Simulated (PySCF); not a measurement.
Isomers of C3H8O3S. Theory: PBE0-D3(BJ)/def2-SVP geometry optimisation, gas phase (PySCF 2.14.0). Energies are electronic, without zero-point or thermal terms, for one conformer each. No frequencies were run at this level. Point groups hold within 0.08 Å.

**Question.** Rank from lowest to highest electronic energy at this level (kcal/mol).
A. `[CH3:1][CH:2]([CH3:3])[S:4](=[O:5])(=[O:6])[OH:7]` with C1–C2–S4–O5 -173°, C2–S4–O7–H -115°
B. `[CH3:1][CH2:2][CH2:3][S:4](=[O:5])(=[O:6])[OH:7]` with C1–C2–C3–S4 67°, C2–C3–S4–O5 -77°, C3–S4–O7–H -110°

**Answer.** A (0.0), B (2.8).

```json
{"SMILES": "CC(C)S(=O)(=O)O", "E (Eh)": "-742.05461", "E rel (kcal/mol)": "0.0", "dipole (D)": "3.68", "point group": "C1", "A, B, C (MHz)": "3104, 2052, 1718"}
{"SMILES": "CCCS(=O)(=O)O", "E (Eh)": "-742.05022", "E rel (kcal/mol)": "2.8", "dipole (D)": "3.64", "point group": "C1", "A, B, C (MHz)": "3917, 1585, 1506"}
```

**Question.** How do the relative energies change in single points at PBE0/pcSseg-1 (no added dispersion term) on the same geometries?

**Answer.** 
```tsv
SMILES	PBE0-D3(BJ)/def2-SVP (kcal/mol)	PBE0/pcSseg-1 (kcal/mol)	shift
CC(C)S(=O)(=O)O	0.0	0.0	0.0
CCCS(=O)(=O)O	2.8	2.6	-0.2
```

Each column counts from its own lowest isomer. The order is unchanged; the largest shift is 0.2 kcal/mol.
